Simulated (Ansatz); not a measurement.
The same path of C3H8BFSi (14 atoms, charge 0, multiplicity 1) was run twice with different band settings. The coordinate that changes most is the dihedral H7–C1–C2–Si3.

Method: RKS PBE-D4/def2-SVP in Ansatz.

Relaxed end points:

```xyz
14
Properties=species:S:1:pos:R:3
C -0.628 -1.809 -0.097
C -0.211 -0.366 -0.014
Si 1.676 -0.037 -0.082
C -1.121 0.647 0.103
B -0.726 2.135 0.190
F -1.669 3.080 0.306
H -0.252 -2.281 -1.031
H -0.176 -2.401 0.730
H -1.730 -1.930 -0.057
H 2.176 0.627 1.170
H 2.351 -1.377 -0.209
H 2.057 0.794 -1.275
H -2.195 0.368 0.134
H 0.434 2.521 0.161
```

```xyz
14
Properties=species:S:1:pos:R:3
C -0.629 -1.808 -0.124
C -0.211 -0.366 -0.027
Si 1.677 -0.046 0.064
C -1.122 0.653 -0.004
B -0.727 2.141 0.096
F -1.670 3.092 0.113
H -1.731 -1.923 -0.172
H -0.182 -2.292 -1.021
H -0.248 -2.392 0.742
H 2.072 0.625 1.349
H 2.355 -1.390 0.008
H 2.165 0.773 -1.098
H -2.196 0.381 -0.060
H 0.434 2.520 0.162
```

Common settings: movable images 7; climbing image yes; spring 5.0 eV/Å²; optimiser quadratic models (default); start path through a guess of the saddle point; iteration limit 60; end points relaxed.

| run | force threshold |
| --- | --- |
| 1 | 0.05 eV/Å |
| 2 | 0.5 eV/Å |

Problem. What does each run give, and how far can it be trusted?

Solution. Run 1: converged after 14 iterations, highest image 0.076 eV above the first end. The profile has 2 maxima (images 2, 6) with wells between them (image 4): this band takes more than one step, which may be the mechanism or a detour left from its start path. A vibrational analysis at the climbing image gives one clearly imaginary mode, 185i cm⁻¹: a first-order saddle point.
Run 2: converged after 11 iterations, highest image 0.092 eV above the first end. The threshold of 0.5 eV/Å is loose, so the images may lie well off the minimum-energy path. The profile has 2 maxima (images 2, 6) with wells between them (image 4): this band takes more than one step, which may be the mechanism or a detour left from its start path. The order of the stationary point at the top wasn't checked.
